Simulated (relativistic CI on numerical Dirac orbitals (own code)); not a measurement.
## Charge states of thulium

Method of calculation: Dirac-Coulomb-Breit CI, orbitals from a KLI potential per configuration, model QED (radiative potential, 1s self-energy scaled to tabulated hydrogen-like ionisation energies), valence Slater integrals scaled by 0.9 (own radial code, finite nucleus).

Each species is treated in one configuration, given outside its closed core. Radial values are for the open shell of highest l, unscaled and averaged over j; ζ includes the Breit term. Labels give the leading LS character, summed over repeated terms.

```tsv
Ion	Configuration	Its lowest level	LS weight (%)	g_J	g√(J(J+1))	⟨r⟩ (bohr)	⟨r²⟩ (bohr²)	F² (cm⁻¹)	F⁴ (cm⁻¹)
Tm⁴⁹⁺	3d²	³F2	74	0.757	1.85	0.181	0.03788	566300	366300
Tm⁵⁰⁺	3d	²D3/2	100	0.789	1.53	0.1796	0.03726		
Tm⁵¹⁺	3s²3p⁶	¹S0	100		0.00				
Tm⁵²⁺	3s²3p⁵	²P°3/2	100	1.323	2.56	0.1999	0.04626		
Tm⁵³⁺	3s²3p⁴	³P2	69	1.334	3.27	0.1988	0.04577	492400	
Tm⁵⁴⁺	3s²3p³	?	?	?	?	?	?	?	?
Tm⁵⁵⁺	3s²3p²	³P0	69		0.00	0.1967	0.04481	497200	
Tm⁵⁶⁺	3s²3p	²P°1/2	100	0.650	0.56	0.1957	0.04435		
Tm⁵⁷⁺	3s²	¹S0	100		0.00				
Tm⁵⁸⁺	3s	²S1/2	100	1.986	1.72	0.199	0.04524		
Tm⁵⁹⁺	2s²2p⁶	¹S0	100		0.00				
Tm⁶⁰⁺	2s²2p⁵	²P°3/2	100	1.303	2.52	0.07295	0.00649		
Tm⁶¹⁺	2s²2p⁴	³P2	68	1.311	3.21	0.07247	0.006401	1.298e+06	
Tm⁶²⁺	2s²2p³	J = 3/2 (mixed)	49	1.319	2.55	0.072	0.006315	1.307e+06	
Tm⁶³⁺	2s²2p²	³P0	69		0.00	0.07154	0.006231	1.316e+06	
Tm⁶⁴⁺	2s²2p	²P°1/2	100	0.623	0.54	0.0711	0.006151		
Tm⁶⁵⁺	2s²	¹S0	100		0.00				
Tm⁶⁶⁺	2s	²S1/2	100	1.958	1.70	0.08011	0.007606		
Tm⁶⁷⁺	1s²	¹S0	100		0.00
```

(1) Fill in the row of Tm⁵⁴⁺.

## Answers

(1) Its lowest level J = 3/2 (mixed); LS weight (%) 48; g_J 1.347; g√(J(J+1)) 2.61; ⟨r⟩ (bohr) 0.1978; ⟨r²⟩ (bohr²) 0.04529; F² (cm⁻¹) 494900.
